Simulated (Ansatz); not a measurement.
GeMe2 (C2H6Ge). Total charge 0; singlet. Geometry B3LYP-D4/def2-TZVP; atoms count from 1.

```xyz
9

C    -0.961    0.191    1.120
C     1.002   -0.222   -1.078
Ge    0.868   -0.619    0.891
H    -1.675   -0.348    0.489
H    -0.954    1.231    0.779
H    -1.308    0.156    2.153
H     0.967    0.863   -1.226
H     0.142   -0.644   -1.607
H     1.919   -0.608   -1.521
```

Q: Estimate the Mulliken populations from the PBE0/def2-TZVP orbitals of Ansatz.

A: 
```json
{"atom": "C1", "charge (e)": "-0.55"}
{"atom": "C2", "charge (e)": "-0.55"}
{"atom": "Ge3", "charge (e)": "0.26"}
{"atom": "H4", "charge (e)": "0.14"}
{"atom": "H5", "charge (e)": "0.14"}
{"atom": "H6", "charge (e)": "0.14"}
{"atom": "H7", "charge (e)": "0.14"}
{"atom": "H8", "charge (e)": "0.14"}
{"atom": "H9", "charge (e)": "0.14"}
```
Mulliken values depend strongly on the basis.

Q: And the Mayer bond orders between heavy atoms (over 0.3)?

A: C1–Ge3 0.96 (2.01 Å); C2–Ge3 0.96 (2.01 Å).
